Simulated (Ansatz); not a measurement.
C$_{3}$H$_{12}$ClN$_{3}$Zr, SMILES `C[NH][Zr]([Cl])([NH]C)[NH]C` at its PBE0-D4/def2-TZVP geometry, where that method's forces vanish. Total charge 0; spin multiplicity 1. Zr takes the def2 core potential.

| atom | x (Å) | y (Å) | z (Å) |
| --- | --- | --- | --- |
| C1 | -0.945 | -1.255 | -2.609 |
| N2 | -1.153 | -0.975 | -1.202 |
| Zr3 | 0.050 | 0.266 | -0.149 |
| Cl4 | 0.435 | 2.336 | -1.315 |
| N5 | 1.777 | -0.732 | 0.199 |
| C6 | 2.950 | -0.087 | 0.753 |
| N7 | -0.834 | 0.568 | 1.646 |
| C8 | -1.991 | 1.425 | 1.809 |
| H9 | -1.773 | -0.902 | -3.235 |
| H10 | -0.043 | -0.745 | -2.967 |
| H11 | -0.803 | -2.325 | -2.805 |
| H12 | -1.991 | -1.415 | -0.848 |
| H13 | 1.955 | -1.696 | -0.046 |
| H14 | 2.731 | 0.961 | 0.987 |
| H15 | 3.283 | -0.557 | 1.686 |
| H16 | 3.796 | -0.079 | 0.054 |
| H17 | -0.500 | 0.210 | 2.531 |
| H18 | -1.784 | 2.296 | 2.442 |
| H19 | -2.312 | 1.816 | 0.836 |
| H20 | -2.849 | 0.891 | 2.235 |

Q: For each bond, give half the difference of the two atoms' forces along it (eV/Å; positive pushes the atoms apart) under PBE-D4, r2SCAN-D4, B3LYP-D4, ωB97M-V in def2-TZVPP. (Estimate.)

A: Ansatz gave: 
| bond | length (Å) | PBE-D4 | r2SCAN-D4 | B3LYP-D4 | ωB97M-V |
| --- | --- | --- | --- | --- | --- |
| C1–N2 | 1.450 | 0.07 | 0.16 | 0.23 | 0.33 |
| N2–Zr3 | 2.024 | -0.01 | 0.03 | 0.05 | -0.06 |
| N2–H12 | 1.011 | 0.21 | -0.03 | -0.10 | -0.10 |
| Zr3–Cl4 | 2.407 | -0.03 | -0.01 | 0.10 | 0.09 |
| Zr3–N5 | 2.024 | -0.01 | 0.03 | 0.04 | -0.06 |
| N5–H13 | 1.011 | 0.21 | -0.03 | -0.10 | -0.10 |
| C6–H15 | 1.097 | 0.11 | -0.04 | -0.09 | -0.14 |
| C6–H16 | 1.096 | 0.10 | -0.04 | -0.08 | -0.13 |
| N7–C8 | 1.449 | 0.07 | 0.17 | 0.23 | 0.33 |
| N7–H17 | 1.011 | 0.21 | -0.03 | -0.11 | -0.10 |
| C8–H19 | 1.096 | 0.10 | -0.04 | -0.09 | -0.08 |

B3LYP here is the variant with VWN-RPA as its local correlation; programs differ in this.
